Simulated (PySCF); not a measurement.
# Selenium: a sound run and one with changed settings

Sound run: Se(2+) [Ar] 3d10 4s2 4p2, Se(3+) [Ar] 3d10 4s2 4p1. All numbers are calculated (PySCF 2.14, a scalar-relativistic core potential, in aug-cc-pVDZ-PP with ECP10MDF (5s4p3d, 32 functions)). The sound run starts from symmetry-adapted Hartree-Fock orbitals and uses a fine grid where one is needed.

Changed run: basis STO-3G, all-electron and non-relativistic. This setting is unsound on purpose.

```
species  method  sound run (hartree)  changed run (hartree)  converged
 Se(2+)     UHF           -370.76769            -2372.53530        yes
 Se(2+)    PBE0           -371.94206            -2373.51634        yes
 Se(2+)     LDA           -371.40853            -2370.07955        yes
 Se(3+)     UHF           -369.62941            -2371.38172        yes
 Se(3+)    PBE0           -370.78246            -2372.33719        yes
 Se(3+)     LDA           -370.24606            -2368.90083        yes
```

Ionisation energy of Se(2+):

```json
{"method": "UHF", "sound run (eV)": "30.974", "changed run (eV)": "31.390"}
{"method": "PBE0", "sound run (eV)": "31.554", "changed run (eV)": "32.086"}
{"method": "LDA", "sound run (eV)": "31.632", "changed run (eV)": "32.075"}
```

A minimal basis cannot let orbitals breathe on ionisation and holds almost no correlation. The Hamiltonian changed with the basis, so the totals do not compare.

For comparison, NIST gives 31.697 ± 0.019 eV between the lowest levels.
